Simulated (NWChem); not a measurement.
SiH$_{2}$I cation

```xyz
4

Si     0.0000     0.0000     1.7562
I      0.0000     0.0000    -0.5576
H      0.0000     1.2893     2.4830
H      0.0000    -1.2893     2.4830
```
Atoms are numbered in this order, from 1.

Geometry: optimised at PBE0/def2-SVP. def2 effective core potentials on I; no spin-orbit coupling.

Symmetry labels are those of C2v in the frame above (b1 and b2, or b-type labels, depend on it).

Problem. List the 6 lowest vertical singlet excitations and the 6 lowest triplet ones from PBE/def2-SVP with def2 effective core potentials on I, full TDDFT (NWChem).

Solution. 
```csv
state,energy (eV),oscillator strength,symmetry,leading excitation (squared amplitude)
S1,2.79,0.000,a2,HOMO → LUMO (1.00)
S2,4.37,0.093,a1,HOMO−1 → LUMO (0.96)
S3,5.34,0.010,b2,HOMO → LUMO+1 (1.00)
S4,5.41,0.000,b1,HOMO−2 → LUMO (1.00)
S5,5.80,0.000,a2,HOMO−3 → LUMO (1.00)
S6,6.03,0.011,b1,HOMO−1 → LUMO+1 (0.99)
T1,2.55,spin-forbidden,a2,HOMO → LUMO (1.00)
T2,2.76,spin-forbidden,a1,HOMO−1 → LUMO (1.01)
T3,4.74,spin-forbidden,b2,HOMO → LUMO+1 (1.00)
T4,4.80,spin-forbidden,b1,HOMO−2 → LUMO (0.88)
T5,5.19,spin-forbidden,a2,HOMO−3 → LUMO (1.00)
T6,5.38,spin-forbidden,b1,HOMO−1 → LUMO+1 (0.88)
```
